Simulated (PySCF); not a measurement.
# Shapes and spin states of MoCl₄

Level of theory: PySCF, PBE0, basis Mo def2-TZVP with ECP28, Cl def2-TZVP (scalar-relativistic core potentials, no spin–orbit coupling, density fitting).

Relaxations began from a few typed shapes and spin states; open shells are unrestricted. The search is not exhaustive: other isomers or separated fragments can lie lower, and high-lying points may rest on an excited occupation.

**Question.** Which is the lowest minimum found?
A. triplet D2h: Mo–Cl 2.271 Å (×4); Cl–Mo–Cl 89.1° (×2), Cl–Mo–Cl 90.9° (×2), Cl–Mo–Cl 180.0° (×2)
B. triplet Td: Mo–Cl 2.227 Å (×4); Cl–Mo–Cl 109.5° (×6)
C. singlet D4h: Mo–Cl 2.242 Å (×4); Cl–Mo–Cl 90.0° (×4), Cl–Mo–Cl 180.0° (×2)
D. singlet D2d: Mo–Cl 2.219 Å (×4); Cl–Mo–Cl 103.5° (×4), Cl–Mo–Cl 122.3° (×2)
E. triplet C2v: Mo–Cl 2.218 Å (×2), Mo–Cl 2.269 Å (×2); Cl–Mo–Cl 99.1° (×4), Cl–Mo–Cl 114.4°, Cl–Mo–Cl 146.1°
F. triplet D2: Mo–Cl 2.241 Å (×4); Cl–Mo–Cl 94.7° (×2), Cl–Mo–Cl 109.7° (×2), Cl–Mo–Cl 125.4° (×2)
G. broken-symmetry Ms = 0 (⟨S²⟩ 1.00) D2d: Mo–Cl 2.223 Å (×4); Cl–Mo–Cl 107.9° (×2), Cl–Mo–Cl 110.2° (×4)
H. singlet D2: Mo–Cl 2.220 Å (×4); Cl–Mo–Cl 102.5° (×2), Cl–Mo–Cl 109.6° (×2), Cl–Mo–Cl 116.7° (×2)

**Answer.** B. The others lie at 35.2 (broken-symmetry Ms = 0 D2d, a saddle point), 94.6 (triplet D2), 95.1 (triplet C2v), 110.2 (singlet D2), 110.2 (singlet D2d, a saddle point), 167.0 (triplet D2h, a saddle point), 211.4 (singlet D4h, a saddle point) kJ/mol above it.

Formally Mo is in oxidation state +4, d2, with 2 unpaired electrons (the high-spin count). The Mulliken spin on Mo is 1.73. The polar-tensor charge on Mo, 2.15, is far below the formal one.

For the lowest minimum: with open d or f shells other occupations or spin states may lie lower.

The electron or spin density has lower symmetry than the nuclear frame for the broken-symmetry Ms = 0 (⟨S²⟩ 1.00) D2d at 35.2 kJ/mol.
